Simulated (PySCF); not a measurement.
BH₃N, SMILES B=[NH2+], charge +1.

The structure is a stationary point at TPSSh-D3(BJ)/def2-TZVP. The isomer is the one that the SMILES or the coordinates give; other isomers of the formula were not compared.

Method: r2SCAN/def2-TZVPD run with PySCF.

Computed frontier levels, gap, dipole moment and polarisability:
```json
{
 "highest_occupied_level": "-15.79 eV",
 "lowest_empty_level": "-9.43 eV",
 "orbital_gap": "6.36 eV",
 "dipole_moment_about_the_centre_of_nuclear_charge": "0.40 D",
 "mean_static_polarisability": "17.4 bohr³ (2.57 Å³)",
 "polarisability_principal_values": "14.0, 15.2, 22.8 bohr³"
}
```
